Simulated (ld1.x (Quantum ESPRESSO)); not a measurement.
# Ranking PAW potentials for O

All share these settings but for the change named:

```json
{
 "Element": "O (Z = 8)",
 "Generator": "ld1.x (Quantum ESPRESSO) 7.5",
 "Type": "PAW",
 "Functional": "PBEsol",
 "Relativity": "non-relativistic",
 "Frozen core": "[He]",
 "Valence charge": "6",
 "Reference configuration": "2s2 2p3.5 (charge +0.5)",
 "Partial waves": "2s (bound): rcut 0.60, rcutus 0.65 bohr; 2s channel at -1.15 Ry: rcut 0.60, rcutus 0.65 bohr; 2p (bound): rcut 1.20, rcutus 1.35 bohr; 2p channel at 1.25 Ry: rcut 1.20, rcutus 1.35 bohr",
 "Local potential": "all-electron potential smoothed inside 1.10 bohr (lloc = -2)",
 "Core correction": "a·sin(br)/r model core, default radius (ld1.x builds one for every PAW set, though the input has nlcc=.false.)",
 "Augmentation charge": "GAUSS, radius 0.65 bohr"
}
```

Test errors are all-electron minus pseudo excitation energies from the reference, over 2s2 2p4; 2s2 2p3; 2s2 2p2; 2s1 2p4; 2s1 2p5; 2s2 2p0; 2s0 2p6. None of these files shows a bound ghost.

The base gives 17.9 meV.

Of 8 variants that were run, those that failed, showed a ghost or another fault, or gave nearly equal values are left out.

A variant can come out equal or close to the base, since the largest error may sit in a test that the change hardly touches while other tests move.

Task: Rank these variants by their largest absolute test error, smallest first.
A. all radii but the core radius scaled by about 1.20 (s 0.78, p 1.62 bohr, rcut 0.72/1.44); local potential all-electron potential smoothed inside 1.32 bohr (lloc = -2); augmentation GAUSS, radius 0.78 bohr
B. all radii but the core radius scaled by about 1.04 (s 0.68, p 1.40 bohr, rcut 0.62/1.24); local potential all-electron potential smoothed inside 1.14 bohr (lloc = -2); augmentation GAUSS, radius 0.68 bohr
C. all radii but the core radius scaled by about 1.10 (s 0.72, p 1.48 bohr, rcut 0.66/1.32); local potential all-electron potential smoothed inside 1.20 bohr (lloc = -2); augmentation GAUSS, radius 0.72 bohr

Result: B (18.5 meV), C (22.7 meV), A (33.2 meV).
